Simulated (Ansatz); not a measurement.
## Nudged elastic band run: Cl₂HIn

input.yaml

```yaml
crystal:
  periodic: [false, false, false]
  atoms:
    - { symbol: In, position_ang: [1.412721, 0.34794, -1.188887] }
    - { symbol: Cl, position_ang: [-1.019129, -0.487544, -1.246947] }
    - { symbol: H, position_ang: [-0.596121, -0.124527, 0.70023] }
    - { symbol: Cl, position_ang: [0.202629, 0.264131, 1.735605] }
basis:
  gaussian: { orbitals: def2-mTZVP }
hamiltonian:
  xc: pbe
neb:
  order_check: false
  images: 7
  f_tol: 0.05
  max_iterations: 60
  final_atoms:
    - { symbol: In, position_ang: [1.64251961, 0.4711484, -0.79031243] }
    - { symbol: Cl, position_ang: [-1.33182047, -0.56664736, -1.00009093] }
    - { symbol: H, position_ang: [-0.86727076, -0.26718416, 0.24877143] }
    - { symbol: Cl, position_ang: [0.55667162, 0.36268313, 1.54163293] }
  initial_path:
    images:
      - { positions_ang: [[1.412721, 0.34794, -1.188887], [-1.019129, -0.487544, -1.246947], [-0.596121, -0.124527, 0.70023], [0.202629, 0.264131, 1.735605]] }
      - { positions_ang: [[1.41530848, 0.35942624, -1.09770522], [-1.07702553, -0.50435433, -1.21072078], [-0.55969092, -0.11844226, 0.62346645], [0.22150798, 0.26337035, 1.68496055]] }
      - { positions_ang: [[1.41789595, 0.37091249, -1.00652343], [-1.13492206, -0.52116467, -1.17449457], [-0.52326085, -0.11235752, 0.5467029], [0.24038695, 0.2626097, 1.6343161]] }
      - { positions_ang: [[1.42048343, 0.38239873, -0.91534165], [-1.19281858, -0.537975, -1.13826835], [-0.48683077, -0.10627278, 0.46993936], [0.25926593, 0.26184905, 1.58367165]] }
      - { positions_ang: [[1.4230709, 0.39388498, -0.82415986], [-1.25071511, -0.55478534, -1.10204214], [-0.4504007, -0.10018803, 0.39317581], [0.27814491, 0.2610884, 1.53302719]] }
      - { positions_ang: [[1.47793308, 0.41320083, -0.81569801], [-1.27099145, -0.55775085, -1.07655434], [-0.55461821, -0.14193707, 0.35707471], [0.34777658, 0.28648708, 1.53517863]] }
      - { positions_ang: [[1.53279526, 0.43251669, -0.80723615], [-1.29126779, -0.56071635, -1.05106653], [-0.65883573, -0.1836861, 0.32097362], [0.41740826, 0.31188576, 1.53733006]] }
      - { positions_ang: [[1.58765744, 0.45183254, -0.79877429], [-1.31154413, -0.56368186, -1.02557873], [-0.76305325, -0.22543513, 0.28487253], [0.48703994, 0.33728445, 1.5394815]] }
      - { positions_ang: [[1.64251961, 0.4711484, -0.79031243], [-1.33182047, -0.56664736, -1.00009093], [-0.86727076, -0.26718416, 0.24877143], [0.55667162, 0.36268313, 1.54163293]] }
```

Run as:

```bash
$ ansatz run input.yaml --threads 2 --pin off --max-ram 3072MiB --backend cpu --events-out ev --progress --plain --runs-dir out
```

Output, in part (warnings, iteration lines, the closing report on the highest movable image, with atoms numbered from 0):

```
NEB end point (image 0): max|allowed force component| = 2.909e-2 eV/Å (the criterion of neb.relax_end_points is 1.000e-2)
NEB end point (image 8): max|allowed force component| = 2.499e-2 eV/Å (the criterion of neb.relax_end_points is 1.000e-2)
NEB iter   1: max|band force component| = 1.496e0 eV/Å  barrier→ = 0.3375 eV  barrier← = 0.3375 eV  Δτ_max = 0.1973 Å  (224 SCF iters)
NEB iter   2: max|band force component| = 8.679e-1 eV/Å  barrier→ = 0.1365 eV  barrier← = 0.1366 eV  Δτ_max = 0.1973 Å  (192 SCF iters)
NEB iter   3: max|band force component| = 1.394e0 eV/Å  barrier→ = 0.1813 eV  barrier← = 0.1814 eV  Δτ_max = 0.0999 Å  (212 SCF iters)
NEB iter   4: max|band force component| = 6.358e-1 eV/Å  barrier→ = 0.0570 eV  barrier← = 0.0570 eV  Δτ_max = 0.1920 Å  (192 SCF iters)
NEB iter   5: max|band force component| = 4.868e-1 eV/Å  barrier→ = 0.0578 eV  barrier← = 0.0578 eV  CI = image 4  Δτ_max = 0.0775 Å  (204 SCF iters)
NEB iter   6: max|band force component| = 3.706e-1 eV/Å  barrier→ = 0.0455 eV  barrier← = 0.0455 eV  CI = image 4  Δτ_max = 0.0389 Å  (189 SCF iters)
NEB iter   7: max|band force component| = 7.210e-2 eV/Å  barrier→ = 0.0323 eV  barrier← = 0.0323 eV  CI = image 4  Δτ_max = 0.0114 Å  (187 SCF iters)
NEB iter   8: max|band force component| = 2.047e-2 eV/Å  barrier→ = 0.0313 eV  barrier← = 0.0313 eV  CI = image 4  Δτ_max = 0.0000 Å  (339 SCF iters)
Total energy: -30228.30454058 eV, -1110.8697023855 hartree
Atom 0 at     1.483927     0.401149    -0.935163 Å, force     0.001343     0.000701     0.002221 eV/Å
Atom 1 at    -1.143409    -0.508375    -1.052022 Å, force    -0.001255     0.002347     0.024408 eV/Å
Atom 2 at    -0.664400    -0.180272     0.412729 Å, force     0.010746     0.001259    -0.020923 eV/Å
Atom 3 at     0.323982     0.287498     1.574458 Å, force    -0.010835    -0.004307    -0.005705 eV/Å
Dipole moment:     0.657682     0.176534    -0.425737 e Å
```

It converged. A vibrational analysis at the climbing image gives one clearly imaginary mode, 129i cm⁻¹: a first-order saddle point. The orbitals stay closed-shell, which can raise the energy where a bond breaks towards radicals; this wasn't checked here.

Final band (atoms are numbered from 1 in the order of the input):

| image | path coordinate (Å) | energy (eV) | H3–Cl4 (Å) | Cl2–H3 (Å) |
| --- | --- | --- | --- | --- |
| 0 | 0.00 | 0.000 | 1.36 | 2.03 |
| 1 | 0.13 | 0.002 | 1.39 | 1.92 |
| 2 | 0.26 | 0.012 | 1.43 | 1.80 |
| 3 | 0.39 | 0.026 | 1.50 | 1.68 |
| 4 | 0.52 | 0.031 | 1.60 | 1.58 |
| 5 | 0.64 | 0.024 | 1.70 | 1.49 |
| 6 | 0.76 | 0.011 | 1.81 | 1.43 |
| 7 | 0.88 | 0.002 | 1.92 | 1.39 |
| 8 | 1.00 | 0.000 | 2.02 | 1.37 |

The run took 72 s on 2 threads of Arm Neoverse V1, on a shared host, peak memory 0.15 GiB.
